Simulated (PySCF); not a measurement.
[MnO2]+, singlet: data card

Level of theory: PBE0/[Mn def2-TZVP, O def2-TZVP], no relativity, density fitting, PySCF.

The structure is a minimum.

Z-matrix (Å, degrees; charge 1 multiplicity 1):
```
Mn
O  1 1.5188
O  1 1.5188 2 118.85
```

- Point group: C2v
- Bond lengths: Mn–O 1.519 Å (×2)
- Bond angles: O–Mn–O 118.9°
- Principal quadrupole moments (Buckingham, traceless) about the centre of mass: -2.88, 0.13, 2.75 D Å
- Heat capacity Cp at 298.15 K: 42.0 J/(mol K)
- Zero-point energy: 15.6 kJ/mol
- Rotational symmetry number: 2
- Entropy at 298.15 K and 1 bar: 257.1 J/(mol K)
- Highest occupied level: -16.12 eV
- Lowest empty level: -12.34 eV
- Dipole moment about the centre of mass: 3.86 D
- Enthalpy at 298.15 K above 0 K: 10.98 kJ/mol
- Rotational constants: 1.397, 0.3082, 0.2525 cm⁻¹
- Principal polarisabilities: 14.1, 23.3, 37.9 bohr³

Harmonic modes (masses in u: Mn 54.938, O 15.995):
```json
{"symmetry": "a1", "ω (cm⁻¹)": "350", "IR (km/mol)": "11.8", "μ (u)": "19.05", "type": "bend"}
{"symmetry": "b2", "ω (cm⁻¹)": "1116", "IR (km/mol)": "180", "μ (u)": "20.34", "type": "stretch"}
{"symmetry": "a1", "ω (cm⁻¹)": "1145", "IR (km/mol)": "5.1", "μ (u)": "17.78", "type": "stretch"}
```

In C2v the vibrations span 2a1 + b2. Here b1 is antisymmetric to the molecular plane and b2 lies in it.

Charges (e):
```csv
atom,Mulliken,Löwdin,polar tensor,Mayer order to Mn1
Mn1,1.51,0.88,1.82,–
"O2,3",-0.25,0.06,-0.41,2.10
```
Other Mayer orders above 0.3: O–O 0.41.

Mulliken populations on Mn1: s 6.09, p 12.16, d 5.23, f 0.01.

Outer orbital energies (eV). occupied: -20.89, -20.60, -19.93, -19.32, -18.57, -17.29, -16.12; empty: -12.34, -11.77, -11.43, -9.84.

Formally Mn is in oxidation state +5, d2, with 0 unpaired electrons (the high-spin count would be 2). The polar-tensor charge on Mn, 1.82, is far below the formal one.

Stability towards spin polarisation was not tested. Only a few start shapes were tried, so a lower isomer may exist.

The final relaxation and frequency run took 33 s on 2 threads of a shared Arm Neoverse N1 host, with 107 basis functions and 7 gradients; the process peaked at 0.98 GiB. Launch command: `OMP_NUM_THREADS=2 python axn.py task.json out`.
